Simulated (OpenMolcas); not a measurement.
Cu4+ (d7) among equal point charges was computed by CASSCF with the d shell active (OpenMolcas, ANO-RCC-VDZP on the metal). Its lowest spin-free states, and all those of the highest spin:

```
2S+1  Degeneracy  E (cm-1)
   4           1       0.0
   4           2     811.7
   4           1      4339
   4           1      7831
   4           2      9251
   2           1     24173
   2           2     24850
   2           1     25140
   2           2     26283
   2           1     26322
   4           2     26391
   2           1     28197
   4           1     42728
```

**Question.** Is the site octahedral, tetrahedral or cube-like, axial, or of lower symmetry?

**Answer.** The states with 2S+1 = 4 have orbital degeneracies 1, 2, 1, 1, 2, 2, 1. There are pairs but no triples, so the site is axial: not cubic, but with a proper or improper axis of order three or more. The run had Cu4+ among 4 point charges of -3 e arranged as a square (D4h), 1.89 Å from the ion.

Spin-orbit coupling mixes the spin-free states strongly: the lowest level takes only 66 % from its leading state, 4A2. Without dynamic correlation the repulsion within the d shell is too large (B by tens of per cent), so at a given field states of lower spin stand too high. Point charges give a weaker field than real ligands, and real ions of this kind are often low spin; the high spin found here belongs to the model. This is an electrostatic model: the charges have no orbitals. No measured value stands beside these numbers.
